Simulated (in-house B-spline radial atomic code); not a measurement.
# The caesium ion Cs²⁺: [Kr] 4d10 5s2 5p5

Computed with a B-spline radial code for spherical atoms: Dirac-Kohn-Sham HSE06, spherical fractional occupations, Fermi nucleus of rms radius 4.8041 fm.

Effective charges: Z_r = [3n² - l(l+1)]/(2<r>) from the radius, Z_e = n√(-2ε) from the energy, and Slater's rules. Values are occupation-weighted means over j. An effective charge above Z reflects the relativistic contraction of the inner shells.

```tsv
shell	electrons	ε (eV)	<r> (bohr)	Z_r	Z_e	Slater
1s	2	-35891	0.02611	57.46	51.36	54.70
2s	2	-5668.2	0.1116	53.74	40.82	50.85
2p	6	-5094.3	0.09798	51.03	38.70	50.85
3s	2	-1203.2	0.2983	45.26	28.21	43.75
3p	6	-1016.1	0.2962	42.20	25.93	43.75
3d	10	-736.62	0.2733	38.41	22.07	33.85
4s	2	-245.51	0.6946	34.55	16.99	27.25
4p	6	-184.78	0.7386	31.14	14.74	27.25
4d	10	-94.574	0.8354	25.14	10.55	15.85
5s	2	-44.463	1.712	21.90	9.04	9.60
5p	5	-29.569	1.991	18.33	7.37	9.60
```

The least bound orbital is 5p3/2 at -28.96 eV, and it is also the most diffuse (<r> = 2.017 bohr).

Spin-orbit splittings of the orbital energies (j = l + 1/2 above j = l - 1/2 when positive): 2p 352.5 eV, 3p 68.01 eV, 3d 14.38 eV, 4p 13.89 eV, 4d 2.317 eV, 5p 1.835 eV.

For the 1s electron the small component carries 4.12 % of the norm, the zero-frequency Breit interaction raises the level by 92.24 eV, self-energy by 53.27 eV, and vacuum polarisation lowers it by 7.581 eV.

Caution: exact exchange at fractional occupations of open shells leaves self-interaction of up to several eV.
